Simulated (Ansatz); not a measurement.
Geometry optimisation, RKS r2SCANh-D4/def2-SVP in Ansatz 0.2.0.

Input:

```yaml
crystal:
  periodic: [false, false, false]
  atoms:
    - { symbol: B, position_ang: [-0.114457, 0.587049, -0.278068] }
    - { symbol: F, position_ang: [-0.380791, -0.410091, 2.037085] }
    - { symbol: H, position_ang: [0.920284, -0.022958, -0.365739] }
    - { symbol: "N", position_ang: [-1.300184, 0.069494, -0.822357] }
    - { symbol: H, position_ang: [-1.364006, -0.908432, -1.064411] }
    - { symbol: H, position_ang: [-2.205919, 0.488036, -0.658689] }
    - { symbol: "N", position_ang: [-0.075331, 1.951751, 0.324768] }
    - { symbol: H, position_ang: [-0.859312, 2.585227, 0.232674] }
    - { symbol: H, position_ang: [0.809759, 2.430456, 0.400484] }
    - { symbol: H, position_ang: [-0.312742, 0.512067, 2.032253] }
basis:
  gaussian: { orbitals: def2-SVP }
hamiltonian:
  xc: r2scanh
  dispersion: d4
relax:
  f_tol: 0.03
  max_steps: 50
```

Command:

```bash
$ ansatz run input.yaml --threads 2 --pin off --max-ram 3072MiB --backend cpu --events-out ev --progress --plain --runs-dir out
```

**Question.** Where does it end, and by what steps?

**Answer.** It converged. After 8 steps the energy has fallen by 0.306 eV; F2 moved furthest, 0.67 Å.

| step | energy less start (eV) | largest force component (eV/Å) | accepted |
| --- | --- | --- | --- |
| 0 | 0.0000 | 1.936 | yes |
| 1 | -0.1069 | 2.486 | yes |
| 2 | -0.2558 | 0.828 | yes |
| 3 | -0.2678 | 0.623 | yes |
| 4 | -0.2972 | 0.159 | yes |
| 5 | -0.3031 | 0.098 | yes |
| 6 | -0.3051 | 0.049 | yes |
| 7 | -0.3052 | 0.050 | yes |
| 8 | -0.3055 | 0.007 | yes |

```xyz
10
Properties=species:S:1:pos:R:3
B -0.125 0.552 -0.386
F -0.339 0.049 2.519
H 0.915 -0.016 -0.604
N -1.321 0.046 -0.907
H -1.356 -0.838 -1.391
H -2.233 0.442 -0.725
N -0.094 1.730 0.442
H -0.885 2.365 0.468
H 0.783 2.222 0.550
H -0.229 0.731 1.871
```

The run took 26 s on 2 threads of Arm Neoverse V1 (shared host), peak memory 0.18 GiB.
